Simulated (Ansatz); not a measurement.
`F[Si](F)(F)[SnH3]` + CH₃SH → `CS[Si](F)(F)F` + `[SnH4]`  (cleavage of the Si–Sn bond)

Gas-phase electronic energies from Ansatz, PBE0-D4/def2-TZVP geometries. CCSD(T)/CBS is the MP2 limit (def2-TZVPP, def2-QZVPP) plus CCSD(T) − MP2 in def2-TZVPP, frozen cores. This one scheme is used for every species. Functionals use def2-TZVPP. HSE06 is defined as in plane-wave codes. Elements past krypton have def2 core potentials. For Sn outer-core shells are correlated without core-valence functions, which leaves a few kJ/mol of doubt a bond. One conformer a species, not always the lowest.

```tsv
level	ΔE (kJ/mol)
LDA (SPW92)	-42.2
HSE06	-40.8
CAM-B3LYP	-42.1
MP2/def2-TZVPP	-50.2
```

Problem. What does CCSD(T)/CBS give? (Estimate.)

Solution. Computed: -42.2 kJ/mol. The listed levels differ from it by 0.0, 1.4, 0.1, -8.0 kJ/mol.

Problem. What do rigid-rotor, harmonic-oscillator terms from PBE0-D4/def2-TZVP frequencies (298.15 K, 1 bar) make of the CCSD(T)/CBS value? (Estimate.)

Solution. Ansatz gave: ΔZPE = -2.5 kJ/mol, ΔH = -45.4 kJ/mol, ΔS = -23 J/(mol·K), ΔG = -38.5 kJ/mol. Modes under 50 cm⁻¹ make the entropy rough.

Largest T1 diagnostic among the species: 0.013.

From BLYP to BHLYP (50 % exact exchange), in def2-TZVPP and without D4, ΔE moves by −11.4 kJ/mol. Leaving LDA and LC-ωPBE aside and taking each functional with its dispersion term where it has one, the values, not all of them listed here, spread over 21.3 kJ/mol, from B97M-V to PBE-D4. LDA lies −6.4 kJ/mol from PBE without D4. The D4 term adds −4.8 kJ/mol with B3LYP and −2.5 kJ/mol with PBE0; it sums over pairs of atoms, weighted by their polarisabilities, and B3LYP, whose exchange is more repulsive, gets the larger term.

B3LYP here is the variant with VWN-RPA as its local correlation; programs differ in this.
